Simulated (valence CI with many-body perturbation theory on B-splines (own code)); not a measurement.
# Ho⁶¹⁺: one-electron terms

Level of theory: valence CI with perturbative core correlation (CI+MBPT): four valence electrons over a frozen Dirac-Fock core [He], radial functions for each j: 11 s, 11 p, 10 d, 8 f, 5 g, 2 h, with the one-electron correlation potential Σ1, the two-electron term Σ2, the three-electron term Σ3, Breit, model QED; selected CI, second order for the rest, scaled by the run's own slope (own B-spline code, finite nucleus).

No measured spectrum was set against this ion. As an estimate, large intervals hold to a few tenths of a per cent, small ones and those within an open d or f shell to about a per cent. Among the levels kept, up to 910 cm⁻¹ of a level comes from second order outside the variational space, and about a tenth of that is noise between levels of different J, which matters for small intervals.

These are the spectroscopic orbitals of the CI (the correlating ones are not listed), shaped by the core and the other valence electrons. h is the expectation value of the core's Dirac-Fock operator, without the valence repulsion; Σ1 is computed up to l = 3 at one energy for each symmetry, that of its lowest orbital but kept below the first core excitation, so for empty shells it is not the orbital's own correlation shift; Breit and QED include the response of the core.

| Orbital | h (hartree) | Σ1 (cm⁻¹) | Breit (cm⁻¹) | QED (cm⁻¹) | ⟨r⟩ (bohr) |
| --- | --- | --- | --- | --- | --- |
| 2s1/2 | -579.44 | -1511 | 90031 | 106908 | 0.08431 |
| 3s1/2 | -252.01 | -378 | 24858 | 30751 | 0.1969 |
| 4s1/2 | -139.67 | -149 | 9845 | 12564 | 0.3585 |
| 5s1/2 | -88.497 | -73.5 | 4913 | 6312 | 0.5683 |
| 6s1/2 | -61.018 | -41.6 | 2796 | 3605 | 0.8265 |
| 7s1/2 | -44.591 | -25.9 | 1741 | 2250 | 1.133 |
| 2p1/2 | -573.29 | -4060 | 180737 | 2779 | 0.06980 |
| 3p1/2 | -250.27 | -926 | 48039 | 398 | 0.1835 |
| 4p1/2 | -138.96 | -357 | 19025 | 136 | 0.3460 |
| 5p1/2 | -88.137 | -175 | 9465 | 63.8 | 0.5568 |
| 6p1/2 | -60.812 | -98.9 | 5380 | 35.2 | 0.8159 |
| 7p1/2 | -44.462 | -61.3 | 3349 | 21.5 | 1.123 |
| 2p3/2 | -537.47 | -2660 | 62689 | 13541 | 0.07630 |
| 3p3/2 | -239.63 | -610 | 17281 | 3559 | 0.1928 |
| 4p3/2 | -134.5 | -236 | 8211 | 1439 | 0.3582 |
| 5p3/2 | -85.868 | -116 | 4131 | 722 | 0.5720 |
| 6p3/2 | -59.506 | -65.9 | 2365 | 413 | 0.8343 |
| 7p3/2 | -43.643 | -41.0 | 1480 | 258 | 1.144 |
| 3d3/2 | -238.98 | -280 | 1744 | -252 | 0.1628 |
| 4d3/2 | -134.22 | -121 | 958 | -52.8 | 0.3291 |
| 5d3/2 | -85.729 | -62.5 | 477 | -16.3 | 0.5437 |
| 6d3/2 | -59.426 | -36.3 | 289 | -6.3 | 0.8067 |
| 7d3/2 | -43.593 | -22.9 | 187 | -2.8 | 1.117 |
| 3d5/2 | -235.93 | -242 | 569 | 1126 | 0.1659 |
| 4d5/2 | -132.93 | -104 | 312 | 523 | 0.3329 |
| 5d5/2 | -85.067 | -53.5 | 148 | 278 | 0.5483 |
| 6d5/2 | -59.043 | -31.0 | 89.4 | 163 | 0.8121 |
| 7d5/2 | -43.352 | -19.6 | 57.8 | 104 | 1.124 |
| 4f5/2 | -132.85 | -22.4 | 10.2 | -151 | 0.2863 |
| 5f5/2 | -85.031 | -12.7 | 8.4 | -73.8 | 0.5020 |
| 6f5/2 | -59.023 | -7.8 | 5.3 | -41.5 | 0.7663 |
| 7f5/2 | -43.34 | -5.0 | 3.8 | -25.6 | 1.079 |
| 4f7/2 | -132.23 | -21.1 | 3.0 | 138 | 0.2883 |
| 5f7/2 | -84.71 | -11.9 | 2.5 | 74.8 | 0.5044 |
| 6f7/2 | -58.837 | -7.2 | 1.5 | 44.6 | 0.7690 |
| 7f7/2 | -43.223 | -4.7 | 1.0 | 28.6 | 1.082 |
| 5g7/2 | -84.699 |  | 0.0 | -48.8 | 0.4403 |
| 6g7/2 | -58.83 |  | 0.0 | -28.2 | 0.7050 |
| 7g7/2 | -43.218 |  | 0.0 | -17.7 | 1.018 |
| 5g9/2 | -84.509 |  | 0.0 | 39.1 | 0.4419 |
| 6g9/2 | -58.72 |  | 0.0 | 22.8 | 0.7067 |
| 7g9/2 | -43.149 |  | 0.0 | 14.5 | 1.020 |
| 6h9/2 | -58.719 |  |  |  | 0.6261 |
| 6h11/2 | -58.646 |  |  |  | 0.6274 |

Among the shells of the start configuration 2s2 2p2, Σ1 is largest in size for 2p1/2, where it is 0.0032 % of h.

Lowest root of each symmetry, sizes in configuration state functions:

```csv
J,Parity,Roots,Reference,Variational,Second order,Change by selected CI (cm⁻¹),Change by second order (cm⁻¹)
0,even,19,53,28649,41108,-22538,0
1,even,34,124,31999,181247,-19302,-175
2,even,36,150,31996,274466,-20835,-354
3,even,21,123,31993,207654,-19549,-356
4,even,9,83,31998,176126,-20626,-220
5,even,3,46,28550,63556,-19409,-15
0,odd,15,49,27558,23578,-24416,-1
1,odd,35,127,32000,187213,-27417,-177
2,odd,34,147,32000,283468,-21672,-327
3,odd,20,122,31996,241454,-20738,-358
4,odd,8,82,31993,156841,-20737,-154
5,odd,2,45,28296,107426,-27156,-13
```
